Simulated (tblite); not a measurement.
Record of a relaxation.

Compound: C4H8BF2Si (doublet state).
Numbering: `[F:1][B:2]([F:3])[C@@H:4]1[CH:5][CH2:6][CH2:7][SiH2:8]1` (hydrogens: H9 on C4; H10 on C5; H11, H12 on C6; H13, H14 on C7; H15, H16 on Si8)

Computed with GFN2-xTB (tblite), gas phase: L-BFGS steps from a force-field or distance-geometry start until the largest atomic force falls under 0.01 eV/Å. 10 of its 131 geometries are shown.

Step 0: E = -681.7273 eV, largest atomic force 3.608 eV/Å
```
atom  x, y, z in Å  |  force x, y, z in eV/Å
F1      2.100    1.490    0.710    0.610  -3.356  -0.659
B2      2.181    0.086    0.403    1.685   0.795   0.517
F3      3.463   -0.599    0.564   -2.963   2.049  -0.202
C4      0.908   -0.723   -0.094    2.348  -0.203  -1.122
C5      0.335   -0.107   -1.352   -2.320  -0.881   0.775
C6     -0.766    0.906   -1.003    1.029   0.611  -0.983
C7     -1.622    0.348    0.123   -1.133   0.403   0.206
Si8    -0.451   -0.639    1.171   -0.659  -0.333   1.929
H9      1.198   -1.792   -0.264   -0.028   0.868  -0.052
H10    -0.106   -0.905   -1.994    0.814   0.702  -0.019
H11    -1.389    1.131   -1.893    0.442  -0.017   0.374
H12    -0.285    1.849   -0.663   -0.269  -0.443  -0.198
H13    -2.102    1.159    0.727    0.066  -0.624  -0.779
H14    -2.397   -0.331   -0.290    0.195   0.631   0.219
H15    -1.015   -1.965    1.460    0.205  -0.003   0.056
H16    -0.060    0.103    2.383   -0.022  -0.200  -0.060
```

Step 14: E = -682.7904 eV, largest atomic force 0.181 eV/Å
```
atom  x, y, z in Å  |  force x, y, z in eV/Å
F1      2.148    1.380    0.649   -0.040   0.000  -0.052
B2      2.159    0.086    0.372    0.099   0.069  -0.018
F3      3.328   -0.488    0.618   -0.060   0.024   0.074
C4      0.939   -0.729   -0.137   -0.133  -0.069   0.101
C5      0.186   -0.215   -1.293   -0.036   0.068  -0.121
C6     -0.759    0.883   -1.005   -0.014   0.069  -0.023
C7     -1.662    0.394    0.157   -0.002  -0.062   0.065
Si8    -0.473   -0.627    1.245    0.015  -0.071   0.108
H9      1.265   -1.752   -0.322   -0.020  -0.076   0.028
H10     0.018   -0.854   -2.139    0.055  -0.042  -0.095
H11    -1.351    1.156   -1.878    0.002   0.021  -0.028
H12    -0.211    1.767   -0.667   -0.012   0.046   0.016
H13    -2.185    1.214    0.648    0.119  -0.009   0.010
H14    -2.434   -0.257   -0.258    0.001  -0.002   0.013
H15    -0.922   -1.996    1.523    0.036   0.049  -0.026
H16    -0.053    0.048    2.477   -0.011  -0.017  -0.053
```

Step 29: E = -682.8320 eV, largest atomic force 0.119 eV/Å
```
atom  x, y, z in Å  |  force x, y, z in eV/Å
F1      2.053    1.403    0.408    0.061  -0.025  -0.006
B2      2.092    0.080    0.353    0.040  -0.007   0.006
F3      3.214   -0.435    0.834   -0.032   0.022   0.032
C4      0.906   -0.785   -0.150   -0.031   0.002  -0.032
C5      0.175   -0.236   -1.308   -0.004  -0.006  -0.119
C6     -0.759    0.867   -1.003    0.004  -0.010  -0.007
C7     -1.629    0.398    0.196   -0.017   0.053  -0.066
Si8    -0.463   -0.668    1.257    0.026   0.008  -0.057
H9      1.216   -1.816   -0.326    0.051   0.021   0.019
H10     0.196   -0.721   -2.268    0.015   0.012   0.086
H11    -1.365    1.139   -1.871    0.000  -0.016   0.089
H12    -0.198    1.756   -0.688   -0.067  -0.023  -0.018
H13    -2.068    1.242    0.724   -0.010   0.016  -0.007
H14    -2.455   -0.200   -0.192   -0.020  -0.006   0.033
H15    -0.886   -2.036    1.549   -0.052  -0.028   0.003
H16    -0.035    0.022    2.473    0.035  -0.012   0.044
```

Step 43: E = -682.8474 eV, largest atomic force 0.100 eV/Å
```
atom  x, y, z in Å  |  force x, y, z in eV/Å
F1      2.137    1.413    0.288    0.017  -0.072   0.010
B2      2.099    0.091    0.359    0.024   0.004   0.009
F3      3.136   -0.433    1.000   -0.088   0.039  -0.028
C4      0.913   -0.772   -0.165    0.042   0.012  -0.005
C5      0.167   -0.237   -1.319    0.036  -0.020  -0.017
C6     -0.787    0.848   -1.013   -0.007   0.001   0.009
C7     -1.625    0.405    0.212    0.007  -0.004   0.039
Si8    -0.451   -0.684    1.246   -0.011   0.012   0.002
H9      1.246   -1.797   -0.340   -0.014   0.002   0.028
H10     0.252   -0.679   -2.293   -0.016  -0.003   0.014
H11    -1.418    1.092   -1.867   -0.022   0.000  -0.028
H12    -0.242    1.756   -0.728    0.008   0.032  -0.024
H13    -2.024    1.267    0.744   -0.015  -0.012   0.013
H14    -2.481   -0.179   -0.131    0.019   0.021   0.008
H15    -0.950   -2.034    1.518    0.039  -0.001  -0.030
H16     0.021   -0.047    2.478   -0.020  -0.011   0.002
```

Step 58: E = -682.8534 eV, largest atomic force 0.046 eV/Å
```
atom  x, y, z in Å  |  force x, y, z in eV/Å
F1      2.202    1.405    0.226    0.010   0.030   0.004
B2      2.104    0.094    0.367   -0.045  -0.002  -0.007
F3      3.065   -0.431    1.113    0.019  -0.001   0.014
C4      0.922   -0.757   -0.173    0.004  -0.003  -0.026
C5      0.164   -0.232   -1.323    0.013   0.005  -0.006
C6     -0.803    0.847   -1.024    0.005  -0.009  -0.004
C7     -1.611    0.422    0.228    0.002  -0.010   0.010
Si8    -0.437   -0.686    1.240   -0.015   0.002   0.005
H9      1.249   -1.785   -0.336    0.007  -0.006  -0.013
H10     0.241   -0.681   -2.295   -0.011  -0.010   0.011
H11    -1.459    1.050   -1.871    0.006  -0.003  -0.017
H12    -0.272    1.778   -0.787    0.015  -0.006   0.012
H13    -1.994    1.289    0.765    0.009  -0.003   0.008
H14    -2.479   -0.155   -0.094   -0.014   0.012   0.012
H15    -0.914   -2.055    1.451    0.004   0.006   0.002
H16     0.014   -0.094    2.501   -0.009  -0.002  -0.006
```

Step 72: E = -682.8557 eV, largest atomic force 0.035 eV/Å
```
atom  x, y, z in Å  |  force x, y, z in eV/Å
F1      2.193    1.422    0.246   -0.014   0.006  -0.002
B2      2.095    0.109    0.376    0.001   0.011   0.027
F3      3.040   -0.416    1.143    0.000   0.012  -0.003
C4      0.934   -0.751   -0.190   -0.014  -0.008   0.007
C5      0.163   -0.240   -1.332   -0.011   0.016  -0.011
C6     -0.797    0.844   -1.030    0.012   0.028  -0.002
C7     -1.603    0.428    0.229    0.003   0.012  -0.010
Si8    -0.435   -0.697    1.226    0.030  -0.016   0.000
H9      1.277   -1.773   -0.354   -0.006  -0.016   0.005
H10     0.176   -0.739   -2.282    0.000  -0.029  -0.019
H11    -1.451    1.055   -1.879   -0.005  -0.017   0.023
H12    -0.258    1.768   -0.790    0.020   0.008  -0.004
H13    -1.951    1.300    0.780   -0.017   0.007  -0.005
H14    -2.493   -0.121   -0.082   -0.004  -0.006   0.002
H15    -0.884   -2.074    1.432   -0.020  -0.011  -0.018
H16    -0.012   -0.106    2.497    0.024   0.001   0.010
```

Step 87: E = -682.8603 eV, largest atomic force 0.019 eV/Å
```
atom  x, y, z in Å  |  force x, y, z in eV/Å
F1      2.103    1.462    0.284    0.004   0.005   0.000
B2      2.058    0.143    0.389    0.001  -0.006   0.010
F3      2.996   -0.353    1.188    0.004   0.012  -0.013
C4      0.950   -0.755   -0.216    0.007   0.000  -0.010
C5      0.152   -0.270   -1.345   -0.003   0.000   0.006
C6     -0.770    0.846   -1.037   -0.003   0.001   0.006
C7     -1.572    0.451    0.234    0.005   0.002   0.000
Si8    -0.420   -0.712    1.211   -0.017   0.004   0.001
H9      1.315   -1.770   -0.373    0.003  -0.003   0.012
H10     0.057   -0.851   -2.243   -0.002   0.001  -0.014
H11    -1.433    1.073   -1.873    0.004  -0.010   0.000
H12    -0.197    1.751   -0.807   -0.007   0.001   0.000
H13    -1.898    1.331    0.787    0.009  -0.006  -0.004
H14    -2.477   -0.079   -0.069    0.010   0.008   0.009
H15    -0.889   -2.091    1.360   -0.004   0.006  -0.001
H16     0.019   -0.166    2.496   -0.011  -0.015  -0.003
```

Step 101: E = -682.8621 eV, largest atomic force 0.037 eV/Å
```
atom  x, y, z in Å  |  force x, y, z in eV/Å
F1      2.069    1.487    0.260    0.009   0.003   0.005
B2      2.047    0.169    0.388   -0.025   0.003   0.009
F3      2.991   -0.296    1.197    0.009  -0.005  -0.006
C4      0.957   -0.757   -0.211   -0.006  -0.006   0.014
C5      0.150   -0.290   -1.340    0.002  -0.007   0.004
C6     -0.765    0.836   -1.044   -0.007  -0.013   0.011
C7     -1.549    0.472    0.247   -0.022   0.009   0.018
Si8    -0.428   -0.737    1.205    0.006   0.005  -0.020
H9      1.340   -1.766   -0.359    0.001  -0.005   0.000
H10     0.050   -0.875   -2.235    0.020  -0.018  -0.002
H11    -1.440    1.040   -1.876    0.010   0.005   0.009
H12    -0.187    1.745   -0.845   -0.016  -0.006  -0.009
H13    -1.824    1.365    0.805    0.008   0.025   0.026
H14    -2.484   -0.017   -0.028   -0.005  -0.014  -0.015
H15    -0.923   -2.114    1.302    0.010   0.021  -0.020
H16    -0.011   -0.252    2.522    0.005   0.000  -0.025
```

Step 116: E = -682.8638 eV, largest atomic force 0.014 eV/Å
```
atom  x, y, z in Å  |  force x, y, z in eV/Å
F1      2.038    1.514    0.249   -0.006   0.002   0.010
B2      2.036    0.197    0.393    0.006   0.001   0.000
F3      2.993   -0.243    1.200   -0.004  -0.004   0.001
C4      0.966   -0.756   -0.197   -0.005  -0.003   0.004
C5      0.141   -0.320   -1.325   -0.004   0.008  -0.002
C6     -0.769    0.815   -1.050   -0.004   0.003   0.002
C7     -1.533    0.501    0.266    0.003   0.001   0.002
Si8    -0.440   -0.760    1.188   -0.001   0.000  -0.001
H9      1.369   -1.758   -0.335    0.005  -0.005  -0.008
H10     0.063   -0.907   -2.220    0.006  -0.007  -0.011
H11    -1.456    0.994   -1.878    0.001  -0.005   0.001
H12    -0.188    1.731   -0.893   -0.005   0.004  -0.010
H13    -1.737    1.409    0.833    0.003   0.001   0.000
H14    -2.502    0.063    0.024    0.003   0.000   0.001
H15    -0.953   -2.132    1.203   -0.002   0.001   0.005
H16    -0.036   -0.339    2.530    0.003   0.002   0.005
```

Step 130: E = -682.8651 eV, largest atomic force 0.008 eV/Å
```
atom  x, y, z in Å  |  force x, y, z in eV/Å
F1      1.966    1.534    0.302    0.000  -0.003   0.002
B2      2.012    0.215    0.411   -0.002  -0.002  -0.001
F3      2.979   -0.213    1.213    0.003   0.002   0.001
C4      0.974   -0.760   -0.200    0.000   0.001  -0.005
C5      0.136   -0.345   -1.324    0.002   0.000   0.001
C6     -0.780    0.791   -1.068   -0.001   0.001  -0.001
C7     -1.498    0.532    0.285   -0.003   0.000  -0.004
Si8    -0.441   -0.780    1.175    0.001   0.000   0.005
H9      1.398   -1.753   -0.339   -0.001   0.003   0.005
H10     0.095   -0.915   -2.233    0.000   0.000   0.001
H11    -1.494    0.920   -1.882   -0.001   0.002   0.000
H12    -0.209    1.722   -0.978   -0.002  -0.002   0.000
H13    -1.617    1.454    0.853   -0.001  -0.003  -0.002
H14    -2.503    0.154    0.096    0.000   0.005   0.000
H15    -0.977   -2.142    1.141    0.003   0.002   0.003
H16    -0.047   -0.406    2.535    0.001  -0.006  -0.005
```

Question: Summarise the path.

Answer: The energy falls by 109.78 kJ/mol from step 0 to step 130; nine tenths of that is first reached at step 8. It falls at every step. The largest force goes from 3.608 to 0.008 eV/Å. Among the bonds B2–F3 changes most, from 1.462 to 1.328 Å; the atoms move by 0.413 Å rms after alignment.

Question: Follow the three bonds and two angles with the largest change from start to end.

Answer: 
```tsv
step	E above end (kJ/mol)	largest force (eV/Å)	B2–F3 (Å)	C4–Si8 (Å)	F1–B2 (Å)	C6–C5–H10 (°)	C4–C5–H10 (°)
0	109.78	3.608	1.462	1.858	1.440	108.6	109.7
6	12.97	0.387	1.326	1.950	1.322	117.2	116.2
11	8.45	0.175	1.326	1.988	1.324	118.8	118.7
17	6.45	0.121	1.324	1.964	1.322	121.1	119.3
23	4.87	0.120	1.324	1.971	1.323	122.3	120.5
28	3.33	0.106	1.324	1.965	1.324	122.3	121.5
34	2.72	0.114	1.324	1.965	1.324	123.0	121.2
40	1.92	0.094	1.326	1.965	1.325	122.5	121.2
45	1.58	0.050	1.326	1.966	1.323	122.9	121.5
51	1.31	0.054	1.326	1.961	1.323	122.5	121.6
57	1.15	0.033	1.325	1.962	1.322	122.4	121.4
62	1.06	0.037	1.327	1.966	1.323	122.2	121.2
68	0.98	0.037	1.326	1.966	1.323	122.2	121.1
73	0.87	0.040	1.327	1.972	1.323	122.0	121.3
79	0.68	0.046	1.328	1.971	1.324	122.0	121.5
85	0.47	0.042	1.327	1.980	1.324	121.8	120.7
90	0.44	0.016	1.327	1.980	1.324	121.7	121.0
96	0.39	0.034	1.328	1.979	1.324	121.3	121.4
102	0.27	0.041	1.327	1.980	1.324	121.6	121.3
107	0.18	0.028	1.327	1.977	1.324	122.0	121.1
113	0.13	0.015	1.327	1.974	1.325	122.1	121.3
119	0.11	0.017	1.327	1.973	1.324	122.0	121.5
124	0.04	0.054	1.327	1.976	1.325	122.0	121.5
130	0.00	0.008	1.328	1.973	1.325	122.0	121.4
```

The cost below is that of the whole relaxation. On one thread, Arm Neoverse V1 (aarch64), no GPU, shared host with 32 logical CPUs at a one-minute load of 12, this took 0.89 s of wall time.
